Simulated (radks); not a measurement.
Values are calculated unless marked as measured or tabulated.
Initial-state core-level shifts of the cerium ion Ce+ when its valence configuration changes from [Xe] 4f1 5d2. Code: a radial shooting solver on a logarithmic mesh with Libxc functionals. Model: scalar-relativistic Kohn-Sham, LDA (Slater exchange, Perdew-Wang correlation), spin-polarised, spherical densities, finite nucleus; open shells are filled with parallel spins first (spin-orbit coupling, left out, can overturn this in heavy ions); Fermi nuclear charge, rms radius 4.8771 fm. Shifts are changes of the shell-averaged eigenvalues in eV (positive: less bound); the change of the density at the nucleus, which sets a Mossbauer isomer shift, is in e/bohr^3, on a base of 3.961e+05.

5d3: 1s -7.177; 3d -9.058; 5s -3.286; 5p -2.547; density at nucleus +24.02
4f1 5d1.5 6p0.5: 1s -1.558; 3d -1.588; 5s -1.550; 5p -1.475; density at nucleus +1.11
5d2 6p1: 1s -10.556; 3d -12.527; 5s -6.533; 5p -5.632; density at nucleus +26.94
5d2.5 6p0.5: 1s -8.855; 3d -10.779; 5s -4.910; 5p -4.093; density at nucleus +25.39
4f1 5d1 6p1: 1s -3.142; 3d -3.206; 5s -3.105; 5p -2.948; density at nucleus +2.42
4f1 6p2: 1s -6.425; 3d -6.566; 5s -6.254; 5p -5.906; density at nucleus +5.81
4f0.5 5d2.5: 1s -3.465; 3d -4.357; 5s -1.638; 5p -1.274; density at nucleus +11.46
4f1.5 5d1.5: 1s +3.148; 3d +3.928; 5s +1.588; 5p +1.247; density at nucleus -10.14
4f1 5d1 6s1: 1s -2.064; 3d -2.130; 5s -2.044; 5p -1.914; density at nucleus +25.76
